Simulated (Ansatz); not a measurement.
`[AlH2][SiH2][GeH3]` + HCl → `Cl[SiH2][GeH3]` + `[AlH3]` at 600 K and 1 bar (cleavage of the Si–Al bond).

Calculated with Ansatz (gas phase, PBE0-D4/def2-TZVP geometries, no zero-point term in ΔE). CBS: MP2 limit from def2 TZ/QZ plus the TZ coupled-cluster correction, frozen cores. This one scheme is used for every species. For Ge outer-core shells are correlated without core-valence functions, which leaves a few kJ/mol of doubt a bond. Scalar relativity is left out up to krypton.

```tsv
species	CCSD(T)/CBS energy (Eh)	H − E (kJ/mol)	S (J/(mol·K))
`[AlH2][SiH2][GeH3]`	-2611.38547	206.7	472.7
HCl	-460.38127	35.4	207.2
`Cl[SiH2][GeH3]`	-2828.01436	162.9	414.1
`[AlH3]`	-243.78045	74.2	242.3
```

H − E and S are ideal-gas, rigid-rotor, harmonic terms from PBE0-D4/def2-TZVP. 1 Eh = 2625.50 kJ/mol, R = 8.31446 J/(mol·K).

By hand: ΔE, ΔH, ΔS and ΔG.

ΔE = (-2828.01436) + (-243.78045) − (-2611.38547) − (-460.38127) = -0.02807 Eh = -73.7 kJ/mol. Δ(H − E) = 162.9 + 74.2 − 206.7 − 35.4 = -5.0, so ΔH = -78.7 kJ/mol. ΔS = 414.1 + 242.3 − 472.7 − 207.2 = -23.5 J/(mol·K). ΔG = -78.7 − 600 × (-23.5)/1000 = -64.6 kJ/mol.

By hand: the equilibrium constant, and the temperature at which ΔG would vanish if ΔH and ΔS stayed fixed.

log₁₀ K = −ΔG/(RT ln 10) = 5.6. ΔG = 0 at ΔH/ΔS = 3349 K, far beyond where these terms or the molecules hold.

ΔH outweighs TΔS. A doubt of 5 kJ/mol in ΔE shifts log₁₀ K by 0.4 here. Modes under 60 cm⁻¹, often nearly free rotors, make the harmonic entropy too high. These are equilibria of isolated gas molecules and say nothing of rates. Largest T1 diagnostic: 0.012 (customary marks: 0.02 for closed shells, 0.045 for open ones).
